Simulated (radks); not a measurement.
Problem. The iridium ion Ir42+, 35 electrons, occupied as [Ar] 3d10 4s2 4p5. All-electron calculation, non-relativistic Kohn-Sham, LDA (Slater exchange, Perdew-Wang correlation), spin-unpolarised, spherical densities, point nucleus; relativity is left out, which matters for an element this heavy. Program: a radial shooting solver on a logarithmic mesh with Libxc functionals. Some entries of the table are withheld. Estimate them.

orbital,occ.,eigenvalue (hartree),<r^2> (bohr^2),<1/r> (bohr^-1)
1s,2,-2616.686,0.0005174,76.41
2s,2,-494.8197,0.008047,17.98
2p,6,-478.3418,0.005939,18.01
3s,2,-167.4295,0.04850,7.064
3p,6,-159.8945,(1),7.019
3d,10,(2),0.03413,6.936
4s,2,-80.10377,0.1857,3.537
4p,5,-76.79648,0.1832,3.489
4d,0,-70.96681,0.1732,3.391
5s,0,-46.86236,0.5177,2.114

Solution. 
(1) 3p <r^2> (bohr^2): 0.04453
(2) 3d eigenvalue (hartree): -146.0552
